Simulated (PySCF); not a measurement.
Sn (tin, neutral) across methods

[Kr] 4d10 5s1 5p2 6s1, high-spin 5P determinant (an excited configuration). All numbers are calculated (PySCF 2.14, scalar relativity through the core potential, in aug-cc-pVQZ-PP with one added diffuse shell each of s, p, d, f, g type with ECP28MDF (8s8p6d4f3g, 117 functions)).

```json
{"method": "CAM-B3LYP", "E (hartree)": "-213.8572", "mean ε 5s α (eV)": "-18.352", "mean ε 5p α (eV)": "-9.742", "mean ε 6s α (eV)": "-2.664", "Σ⟨r²⟩ (bohr²)": "99.31", "⟨S²⟩": "6.001"}
{"method": "UHF", "E (hartree)": "-213.04177", "mean ε 5s α (eV)": "-20.794", "mean ε 5p α (eV)": "-11.406", "mean ε 6s α (eV)": "-2.944", "Σ⟨r²⟩ (bohr²)": "105.2", "⟨S²⟩": "6.003"}
{"method": "r2SCAN", "E (hartree)": "-213.9667", "mean ε 5s α (eV)": "-15.885", "mean ε 5p α (eV)": "-7.941", "mean ε 6s α (eV)": "-1.934", "Σ⟨r²⟩ (bohr²)": "97.24", "⟨S²⟩": "6.003"}
{"method": "LDA", "E (hartree)": "-213.5254", "mean ε 5s α (eV)": "-15.449", "mean ε 5p α (eV)": "-7.569", "mean ε 6s α (eV)": "-2.022", "Σ⟨r²⟩ (bohr²)": "94.45", "⟨S²⟩": "6.001"}
{"method": "PBE0", "E (hartree)": "-213.8963", "mean ε 5s α (eV)": "-16.790", "mean ε 5p α (eV)": "-8.593", "mean ε 6s α (eV)": "-2.260", "Σ⟨r²⟩ (bohr²)": "97.76", "⟨S²⟩": "6.002"}
{"method": "PBE", "E (hartree)": "-213.8769", "mean ε 5s α (eV)": "-15.232", "mean ε 5p α (eV)": "-7.511", "mean ε 6s α (eV)": "-1.940", "Σ⟨r²⟩ (bohr²)": "96.51", "⟨S²⟩": "6.001"}
{"method": "wB97M-V", "E (hartree)": "-213.8429", "mean ε 5s α (eV)": "-19.379", "mean ε 5p α (eV)": "-10.692", "mean ε 6s α (eV)": "-3.108", "Σ⟨r²⟩ (bohr²)": "99.08", "⟨S²⟩": "6.002"}
```

Energies and moments cover only the electrons outside the core potential. The outer electron is Rydberg-like, and this basis confines it to a smaller radius and binds it less than a complete one would.
